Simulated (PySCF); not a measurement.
**A small calculation by hand: chemical shift, span and skew from a shielding tensor**

hydrogen selenide (H₂Se), SMILES [SeH2]. Atoms are numbered in the order given.

```xyz
3

Se     0.0000     0.0000     0.0566
H      0.0000    -1.0493    -0.9621
H      0.0000     1.0493    -0.9621
```

Coordinates come from a ωB97X-D3(BJ)/def2-TZVPD optimisation.

GIAO shieldings from B3LYP/pcSseg-2 (PySCF), non-relativistic, no solvent. The symmetric part of the tensor of Se1 has the principal values 1751.5, 1953.7, 2502.0 ppm. The same nucleus in Me2Se has σ = 1646.2 ppm at this level (PySCF, at its B3LYP-D3(BJ)/def2-TZVP geometry).

**Question.** Work out the isotropic shielding, the ⁷⁷Se shift against Me2Se, the span and the skew.

**Answer.** 
σ(iso) = (σ11 + σ22 + σ33)/3 = 2069.1 ppm. δ = σ(ref) − σ(iso) = 1646.2 − (2069.1) = -422.9 ppm.
Span Ω = σ33 − σ11 = 750.5 ppm. Skew κ = 3(σ(iso) − σ22)/Ω = 0.46. Tumbling in solution averages the tensor to δ; in a static solid the shielding alone would spread this spin-1/2 line over Ω.
